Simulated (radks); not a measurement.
Results of a calculation; reference values are marked as such.
Q: These are the eigenvalues of the occupied orbitals of an atom or ion with whole-number occupations (eV). Level of theory: scalar-relativistic Kohn-Sham, r2SCAN, spin-polarised, spherical densities, finite nucleus; meta-GGA in the generalised Kohn-Sham scheme; Fermi nuclear charge, rms radius of each element as measured or else 0.836 A^(1/3) + 0.57 fm (a radial shooting solver on a logarithmic mesh with Libxc functionals).

orbital  eigenvalue
1s up     -25379.38
1s down   -25379.36
2s down   -3750.717
2s up     -3750.694
2p down   -3361.395
2p up     -3361.383
3s up     -693.3191
3s down   -693.3058
3p up     -564.4055
3p down   -564.3938
3d down   -361.6019
3d up     -361.6013
4s down    -97.6155
4s up      -97.5875
4p down    -60.2724
4p up      -60.2509
4d up       -7.7162
4d down     -7.5002
5s up       -4.9606

Which element is it, and in what charge state? The configuration may be excited. Open shells, if any, are filled with parallel spins first.

A: Z = 47, silver, charge 0: Ag in [Kr] 4d10 5s1. The list shows which subshells hold electrons but not how many an open one holds; the 1s level, -932.67 hartree, gives Z - s = 43.2 by -(Z - s)^2/2, which with screening and relativity narrows Z to a few neighbours, and the depths of the outer levels then fix element, charge and occupations together.
